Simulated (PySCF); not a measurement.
These 5 structures share the formula C3H6Ge. Computed with PBE0-D3(BJ)/def2-SVP geometry optimisation, gas phase in PySCF 2.14.0. One conformer each; no zero-point energy, no entropy. No frequencies were run at this level. Point groups hold within 0.08 Å.

Question: Order them by energy at this level, lowest first, and give relative energies in kcal/mol.
A. `C1=C[CH]1[GeH3]`
B. `C#C[CH2][GeH3]`
C. `C=C=[CH][GeH3]`
D. `CC#[C][GeH3]`
E. `C#[C][GeH2][CH3]`

Answer: D (0.0), E (2.0), C (3.0), B (8.3), A (26.2).

As drawn, the lowest has a C≡C bond, which the highest lacks; the highest has a three-membered ring and a C=C bond outside aromatic rings, which the lowest lacks. Neighbours under 2.5 kcal/mol apart (CC#[C][GeH3] and C#[C][GeH2][CH3]; C#[C][GeH2][CH3] and C=C=[CH][GeH3]) can change places with a better method, another conformer or zero-point energy.

```csv
SMILES,E (Eh),E rel (kcal/mol),dipole (D),point group,"A, B, C (MHz)"
CC#[C][GeH3],-2194.11195,0.0,1.15,C3v,"52896, 1456, 1456"
C#[C][GeH2][CH3],-2194.10873,2.0,0.80,Cs,"10649, 2900, 2382"
C=C=[CH][GeH3],-2194.10724,3.0,0.30,Cs,"20099, 1931, 1824"
C#C[CH2][GeH3],-2194.09870,8.3,0.65,Cs,"16253, 2117, 1942"
[GeH3][CH]1C=C1,-2194.07020,26.2,1.33,near Cs,"16929, 2461, 2383"
```

As an exercise, what shares would exp(−E/RT) give at 2000 K from these electronic energies alone (no entropy, no degeneracies)?

RT = 3.974 kcal/mol: CC#[C][GeH3] 45.4 %, C#[C][GeH2][CH3] 27.3 %, C=C=[CH][GeH3] 21.6 %, C#C[CH2][GeH3] 5.6 %, [GeH3][CH]1C=C1 0.1 %.
